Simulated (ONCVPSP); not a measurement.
**Potentials for Ti compared**

Generated with ld1.x 7.5 (TM, RRKJ, ultrasoft, PAW), atompaw 4.2 or ONCVPSP 4.0.1. The cutoff is in Ry: for ld1.x and atompaw files where the sum of valence levels is converged to 10 mRy in a Bessel basis, for ONCV files where the hardest occupied wave has 1 mHa per electron of residual kinetic energy. The error is the largest all-electron minus pseudo excitation energy over each file’s own four to seven test configurations (ionisations up to +4, promotions, holes and added fractions of an electron), all of which were solved. The labels leave out finer settings (local radius, basis sizes, second energies), which also bear on the numbers. Spin-polarised tests are not counted. The rows are a selection from randomly drawn settings: files with unsolved tests, undetermined cutoffs or missed reference levels are left out.

```csv
potential,cutoff (Ry),largest error (meV),bound ghosts
"ONCV, PBE, scalar-relativistic, rc 1.75/1.35/2.55 (spd), local smoothed, core correction yes, reference 3s2 3p6 3d2 4s2, qcut 6.4/8.4/6.6, projectors 2/3/2",39,+252,none
"ONCV, LDA (Perdew-Zunger), scalar-relativistic, rc 2.80/3.00/1.35 (spd), local smoothed, core correction no, reference 3d2 4s2, qcut 1.9/2.3/10.2, projectors 2/2/3",81,+324,none
"ONCV, PBE, scalar-relativistic, rc 2.80/2.75/1.65 (spd), local smoothed, core correction yes, reference 3d2 4s1.5, qcut 2.3/3.1/8.9, projectors 1/1/2",62,-228,none
"ONCV, LDA (Perdew-Wang 92), fully relativistic, rc 1.65/1.05/1.75 (spd), local smoothed, core correction no, reference 3s2 3p6 3d2, qcut 7.3/7.3/8, projectors 3/3/2",56,+73,none
"ONCV, LDA (Perdew-Wang 92), scalar-relativistic, rc 1.60/1.75/2.30 (spd), local smoothed, core correction yes, reference 3s2 3p6 3d2 4s2, qcut 5.9/8.9/6.8, projectors 2/2/2",43,+181,none
"ONCV, PBEsol, fully relativistic, rc 1.95/1.50/1.60 (spd), local smoothed, core correction yes, reference 3s2 3p6 3d2.5 4s1.5, qcut 7.7/7.5/9.4, projectors 2/1/1",67,+20,none
"ONCV, PW91, scalar-relativistic, rc 1.55/2.05/1.90 (spd), local smoothed, core correction no, reference 3s2 3p6 3d2 4s1.75 4p0.25, qcut 6/7.1/8, projectors 2/2/3",48,+6.5,none
"ONCV, LDA (Perdew-Zunger), non-relativistic, rc 1.50/1.65/2.05 (spd), local smoothed, core correction yes, reference 3s2 3p6 3d2 4s1 4p1, qcut 8.4/9.4/8.2, projectors 2/3/2",47,+47,none
```

Question: Fill in the row for Ti: ONCV, LDA (Perdew-Wang 92), scalar-relativistic, rc 2.60/3.30/2.40 (spd), local smoothed, core correction no, reference 3d2 4s1 4p1, qcut 2.6/2.6/7.7, projectors 2/2/2.

Answer: cutoff 39 Ry, largest error +81 meV, bound ghosts: none.
